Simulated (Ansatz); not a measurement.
Ligand-field states of trans-NiCl2(PH3)2 (NiP₂H₆Cl₂) at its PBE-D4/def2-SVP geometry (relaxed as a triplet).

```
atom    x (Å)    y (Å)    z (Å)
 Ni1  -0.0026   0.0010  -0.0059
 Cl2   1.5458   0.6919  -1.4295
  P3   0.6146  -2.1891  -0.2598
  H4   0.2556  -2.6444  -1.5658
  H5   0.0378  -3.2707   0.4832
  H6   1.9747  -2.6407  -0.2675
 Cl7  -2.1530  -0.5214  -0.0412
  P8  -0.4350   2.1382   0.6942
  H9  -1.3770   2.4645   1.7235
 H10  -1.0434   2.8815  -0.3632
 H11   0.5827   3.0892   1.0321
```

CASSCF(8,5) on the Ni 3d shell in def2-SVP, averaged with equal weights over 10 triplets and 15 singlets, then SC-NEVPT2; Ansatz, no spin–orbit coupling. The space holds no ligand orbitals and no second d shell, so covalent complexes are described poorly.

Task: Estimate the states' energies above the lowest.

Result: 
```csv
state,CASSCF (eV),NEVPT2 (eV)
triplet 1,0.00,0.00
triplet 2,0.08,0.20
triplet 3,0.27,0.45
triplet 4,0.67,1.01
triplet 5,0.88,1.42
triplet 6,1.07,1.72
triplet 7,1.09,1.71
triplet 8,2.50,2.47
triplet 9,3.06,3.26
triplet 10,3.37,3.67
singlet 1,1.54,0.93
singlet 2,2.05,1.84
singlet 3,2.15,2.09
singlet 4,2.27,2.26
singlet 5,2.79,2.68
singlet 6,2.95,3.28
singlet 7,3.42,3.67
singlet 8,3.50,3.70
singlet 9,3.58,3.88
singlet 10,3.59,3.85
singlet 11,4.00,4.37
singlet 12,4.01,4.38
singlet 13,4.24,4.69
singlet 14,4.24,4.69
singlet 15,8.05,7.64
```
The lowest NEVPT2 state is a triplet. Run time 16 s (4 threads of Intel Xeon 6975P-C on a shared host), peak host memory 0.91 GiB.
